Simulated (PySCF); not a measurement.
A calculated (PBE, PySCF 2.14, aug-cc-pwCVQZ, no relativity, point nucleus) atom or ion has these occupied shells.

```
shell  electrons  orbital energy (eV)  rms radius, mean of both spins (bohr)
 1s α          1              -2397.5                                  0.113
 1s β          1              -2397.2                                  0.113
 2s α          1              -210.35                                  0.525
 2s β          1              -210.10                                  0.525
 2p α          3              -156.46                                  0.495
 2p β          3              -156.11                                  0.495
 3s α          1              -17.920                                   1.84
 3s β          1              -15.825                                   1.84
 3p α          3               -7.705                                   2.26
 3p β          1               -6.162                                   2.26
```

Q: Name the element and its charge.

A: S (sulfur, neutral), in [Ne] 3s2 3p4, high-spin 3P determinant.
